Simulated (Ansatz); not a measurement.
The first iterations of a band of Cl4FHOW + ClH (10 atoms, charge 0, multiplicity 1).

Method: Ansatz 0.2.0, RKS PBE/def2-SVP.

- movable images: 5
- climbing image: yes
- spring: 5.0 eV/Å²
- optimiser: quadratic models (default)
- start path: through a guess of the saddle point
- force threshold: 0.05 eV/Å
- iteration limit: 60
- end points: relaxed

Initial state:

```xyz
10
Properties=species:S:1:pos:R:3
W -0.123 -0.073 -0.273
O -0.076 0.459 1.574
H -0.874 0.450 2.142
Cl 2.117 0.341 -0.477
Cl -0.622 2.102 -0.935
F -1.961 -0.353 0.109
Cl 0.303 -2.287 0.304
Cl -0.526 -0.768 -2.442
Cl 2.621 1.539 2.929
H 1.460 1.108 2.501
```

Final state:

```xyz
10
Properties=species:S:1:pos:R:3
W 0.545 0.315 -0.530
O -0.494 -0.298 3.236
H -1.204 0.046 2.661
Cl 2.439 0.048 -1.810
Cl 0.079 2.340 -1.573
F -1.011 0.584 0.522
Cl 0.903 -1.665 0.585
Cl -0.775 -0.784 -2.086
Cl 1.740 1.454 1.114
H 0.095 0.477 3.313
```

| iteration | highest image above the first end (eV) | largest band force component (eV/Å) |
| --- | --- | --- |
| 1 | 8.918 | 14.323 |
| 2 | 5.280 | 5.367 |
| 3 | 2.628 | 2.639 |
| 4 | 1.633 | 2.607 |
| 5 | 1.041 | 0.817 |
| 6 | 0.973 | 0.408 |
| 7 | 1.127 | 0.525 |
| 8 | 1.213 | 0.608 |
| 9 | 1.235 | 0.370 |
| 10 | 1.246 | 0.308 |
| 11 | 1.221 | 3.354 |

Does the band converge within its limit, and where does its top end?

It converged. It ended after 33 iterations with the highest image 0.847 eV above the first end. A vibrational analysis at the climbing image gives one clearly imaginary mode, 492i cm⁻¹: a first-order saddle point. The orbitals stay closed-shell, which can raise the energy where a bond breaks towards radicals; this wasn't checked here.

Run time: 11 min on 4 threads of Intel(R) Xeon(R) Platinum 8259CL CPU @ 2.50GHz (Skylake/Cascade Lake), with other jobs on the host, peak memory 0.38 GiB.
